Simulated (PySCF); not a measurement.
3-furoic acid, C5H4O3.
SMILES: `O=C(O)C1=COC=C1`

A PySCF run (density fitting, gas phase, GFN2-xTB geometry) gave HOMO -7.19 eV, LUMO -0.98 eV, dipole 2.01 D and E = -418.103 Eh.

Question: Which of these levels was it?
A. PBE0/pcSseg-1
B. WP04/6-311+G(2d,p)
C. CAM-B3LYP/def2-SVPD

Answer: A. It is PBE0/pcSseg-1. All candidates on this geometry:

| level and settings | kind | basis functions | SCF cycles | E (Eh) | HOMO (eV) | LUMO (eV) | dipole (D) |
| --- | --- | --- | --- | --- | --- | --- | --- |
| WP04/6-311+G(2d,p) | global hybrid fitted to proton shifts | 240 | 16 | -427.6364 | -8.28 | -3.33 | 2.16 |
| PBE0/pcSseg-1 | global hybrid | 156 | 15 | -418.1029 | -7.19 | -0.98 | 2.01 |
| CAM-B3LYP/def2-SVPD | range-separated hybrid | 201 | 14 | -418.1475 | -8.50 | -0.04 | 2.12 |

The nearest other candidate, by the summed differences of HOMO and LUMO, is CAM-B3LYP/def2-SVPD: its HOMO differs by -1.31 eV and its LUMO by +0.94 eV. Cycle counts include a coarse-grid stage where the run had one. All basis functions are spherical, in the Pople sets too. WP04 was designed for NMR shieldings or shifts; total energies of different functionals aren't comparable.

Shape of the structure used: `[O:1]=[C:2]([OH:3])[c:4]1[cH:5][cH:6][o:7][cH:8]1`: O1–C2–C4–C5 180°, H–O3–C2–O1 0°.
